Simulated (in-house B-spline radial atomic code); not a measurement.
Values are calculated unless marked as measured or tabulated.
## Building a PAW p channel for Sn, r_c = 2.62 bohr

Sn, [Kr] 4d10 5s2 5p2, non-relativistic PBE, spherical and spin-unpolarised, from a B-spline radial code for spherical atoms (atomic units; all potentials screened as in the neutral atom).

Two all-electron partial waves φ1, φ2 are integrated outwards at E1 = ε(5p) = -0.138529 and E2 = E1 + 0.5 hartree; φ1 is the bound orbital and φ2 has unit norm inside r_c = 2.6246 bohr. Smooth partners are polynomials, r^2(a0 + a1 r² + a2 r⁴ + a3 r⁶), matched to φ and three derivatives at r_c, with no condition on the norm. The local potential is -3.9334 + (1.39457) r² + (-0.208708) r⁴ + (0.0114653) r⁶ inside 2.1846 bohr and the all-electron one outside.

```
wave     φ(r_c)      φ'(r_c)         a0           a1           a2             a3
   1  0.6034306  -0.01017188  0.2455327  -0.03492897  0.002043274  -4.369044e-05
   2  0.5944997   -0.9710049  0.6416525   -0.1329233  0.009199112  -0.0002331879
```

Inside r_c the overlaps are <φi φj> = [[0.35275, 0.57989], [0.57989, 1.00000]] and, for the smooth waves, [[0.38617, 0.66154], [0.66154, 1.19733]]. With χj = (Ej − T − V_local) applied to smooth wave j, the program's quadrature gives the matrix B_ij = <smooth i, χj> as [[0.15811, 0.38311], [0.34229, 0.83723]].

Q: Check the match of the first wave, and find the augmentation charges q_ij.

A: At r_c the four terms are 1.69136, -1.65744, 0.66789, -0.09838, which sum to 0.6034, φ1(r_c) to rounding. q_ij is the all-electron overlap less the smooth one: [[-0.03342, -0.08165], [-0.08165, -0.19733]]. The smooth first wave has a norm of 0.3862 inside r_c against 0.3527, so q11 is negative and must stay small enough for the overlap operator to be positive.

Q: B isn't symmetric. Show that D_ij = B_ij + Ej q_ij is.

A: Integrating by parts gives B12 − B21 = (E1 − E2) q12: 0.38311 − (0.34229) = 0.04083, and −0.5 × (-0.08165) = 0.04083. So D12 = 0.38311 + (0.361471)(-0.08165) = 0.35360 and D21 = 0.34229 + (-0.138529)(-0.08165) = 0.35360; D11 = 0.16274, D22 = 0.76590. The projectors, p = (B⁻¹)ᵀ χ, are dual to the smooth waves; det B = 0.0012, small beside B11 B22, as the two smooth waves look alike inside r_c.

Solving (T + V_local + Σ p D p) ψ = E (1 + Σ p q p) ψ in a sphere of 9 bohr, whose wall lifts the free-atom level a little, gives these levels:

```json
{"all-electron": "-0.137463", "one projector": "-0.137463", "two projectors": "-0.137463"}
{"all-electron": "0.123619", "one projector": "0.122895", "two projectors": "0.123618"}
{"all-electron": "0.479956", "one projector": "0.472075", "two projectors": "0.479953"}
{"all-electron": "0.993081", "one projector": "0.947275", "two projectors": "0.992727"}
{"all-electron": "1.655240", "one projector": "1.474530", "two projectors": "1.650300"}
```

Q: What does the second projector gain?

A: With one projector the errors are 0.00, -0.72, -7.88, -45.81, -180.71 millihartree. With two the errors are 0.00, 0.00, 0.00, -0.35, -4.94 millihartree. The scattering is exact at E1 and at E2 = 0.361, and over all levels compared the largest error is 4.9 millihartree. The lowest eigenvalue of the overlap operator is 0.7707 with one and 0.4135 with two projectors. The smooth orbital alone needs a cutoff of 2 hartree for 1 millihartree of kinetic energy, against 4.87 for a norm-conserving Troullier-Martins orbital of the same radius; part of the gain comes from giving up the norm, part from the simpler form.
